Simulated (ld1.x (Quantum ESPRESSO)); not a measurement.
## Reading a pseudo-wave (Tm (Z = 69))

Columns: radius, all-electron u(r) and pseudo u(r) of the 5d shell (level -0.95 eV) of thulium in the configuration [Kr] 4d10 4f13 5s2 5p6 5d0 6s2 6p0; LDA (PZ), scalar-relativistic, TM scheme, ld1.x (Quantum ESPRESSO) 7.5.

```csv
r (bohr),all-electron,pseudo
0.105,0.1193,0.0006
0.210,0.0391,0.0046
0.315,-0.1248,0.0149
0.420,-0.1925,0.0336
0.525,-0.1633,0.0618
0.630,-0.0819,0.0992
0.735,0.0172,0.1442
0.840,0.1148,0.1945
0.945,0.2023,0.2470
1.050,0.2767,0.2988
1.155,0.3379,0.3470
1.260,0.3870,0.3898
1.365,0.4256,0.4259
1.470,0.4553,0.4550
1.575,0.4777,0.4774
1.680,0.4940,0.4939
1.785,0.5054,0.5054
1.890,0.5128,0.5128
1.995,0.5170,0.5170
2.100,0.5185,0.5185
2.205,0.5180,0.5180
2.310,0.5158,0.5158
2.415,0.5123,0.5123
2.520,0.5077,0.5077
2.625,0.5024,0.5024
2.730,0.4964,0.4964
```

Task: How many radial nodes do the two functions have?

Result: The all-electron 5d function has n − l − 1 = 2; the pseudo-wave has 0, since the states of the same l below it are removed with the core.

Task: Is the pseudo-wave norm-conserving?

Result: Yes: the TM scheme keeps the norm inside the radius equal to the all-electron one, which fixes the energy derivative of the logarithmic derivative at the level.
